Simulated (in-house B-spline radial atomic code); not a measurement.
Successive ionisation energies of bismuth; each step leads to the configuration of the next row (after the last: bare). Dirac energy differences include first-order Breit, QED and recoil terms. NIST's values go from ground level to ground level; the uncertainty of those that are theory runs from under 0.1 % in few-electron ions to several per cent in heavy many-electron ones. Computed with a B-spline radial code for spherical atoms: Dirac-Hartree-Fock, jj configuration that fills j = l - 1/2 first, finite nuclei.

A number in brackets counts the electrons of a j subshell.

```
  ion               configuration  ionisation energy (eV)  tabulated value (eV)    tabulated kind  computed minus tabulated (eV)  highest orbital  largest mean radius (bohr)
Bi76+  [He] 2s2 2p1/2(2) 2p3/2(1)                 21303.7                 21300  tabulated theory                              4            2p3/2                    0.064028
Bi77+           [He] 2s2 2p1/2(2)                 24151.7                 24150  tabulated theory                              2            2p1/2                    0.063791
Bi78+           [He] 2s2 2p1/2(1)                 24640.4                 24640  tabulated theory                              0            2p1/2                    0.063509
Bi79+                    [He] 2s2                 25260.4                 25260  tabulated theory                              0            2s1/2                    0.063229
Bi80+                    [He] 2s1                 25656.2               25656.9  tabulated theory                             -1            2s1/2                    0.062977
Bi81+                         1s2                102245.4              102251.8  tabulated theory                             -6            1s1/2                    0.015711
Bi82+                         1s1                104132.5              104133.4  tabulated theory                             -1            1s1/2                    0.015624
```

Question: Where is the largest jump?

Answer: From Bi80+ to Bi81+, by a factor of 3.99 (25656 to 102250 eV); the highest orbital goes from 2s1/2 to 1s1/2.
